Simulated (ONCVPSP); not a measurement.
**Ir (Z = 77), ONCV: configuration errors across variants**

* Element: Ir
* Generator: ONCVPSP 4.0.1
* Type: optimised norm-conserving Vanderbilt (ONCV)
* Functional: PBE
* Relativity: scalar-relativistic
* Frozen core: [Xe] 4f14
* Valence charge: 9
* Reference configuration: 5d7 6s1.5 6p0.5
* Partial waves: 6s: rc 2.10 bohr, ncon 5, nbas 9, qcut 3.5 1/bohr, 1 projector; 6p: rc 2.75 bohr, ncon 4, nbas 8, qcut 2.4 1/bohr, 2 projectors, debl 0.5 Ha; 5d: rc 1.65 bohr, ncon 4, nbas 8, qcut 6.5 1/bohr, 2 projectors, debl 2.5 Ha
* Local potential: polynomial inside 1.55 bohr (lpopt 1, dvloc0 0 Ha)
* Core correction: polynomial model core, fcfact 0.65

All-electron excitation energies from the reference (eV): (1) 5d7 6s2 6p0 -2.605; (2) 5d7 6s1 6p0 7.275; (3) 5d7 6s0 6p0 24.744; (4) 5d6 6s2 6p1 4.555.

5 further variants failed, have other tests or too few solved ones, and are left out.

A true bound ghost makes a file unfit for plane-wave use even where its test errors are small: the radial tests pick states by their node count and pass the ghost by.

Errors AE − PS in meV (a dash: test not solved or not reliable):

| change | (1) | (2) | (3) | (4) | bound ghosts | GHOST(+) flags above zero |
| --- | --- | --- | --- | --- | --- | --- |
| base | +0.1 | -8.1 | -44 | -73 | s | p |
| d: ncon 5, nbas 9 | +0.1 | -8.1 | -44 | -73 | s | p |
| local potential polynomial inside 1.55 bohr (lpopt 1, dvloc0 -1 Ha) | +0.1 | -8.0 | -44 | -71 | s | p |
| d: nbas 9 | +0.1 | -8.1 | -44 | -73 | s | p |
| p: debl 6 | +0.1 | -8.0 | -44 | -76 | s | p |
| local potential polynomial inside 1.25 bohr (lpopt 5, dvloc0 0 Ha) | +0.2 | -7.6 | -44 | – | s, p | none |
| p: qcut 2.5 | +0.1 | -8.1 | -44 | -74 | s | p |

**Question.** Give the same row for: p: qcut 2.

**Answer.** +0.1, -8.0, -44, -72; bound ghosts: s; GHOST(+) flags above zero: p.
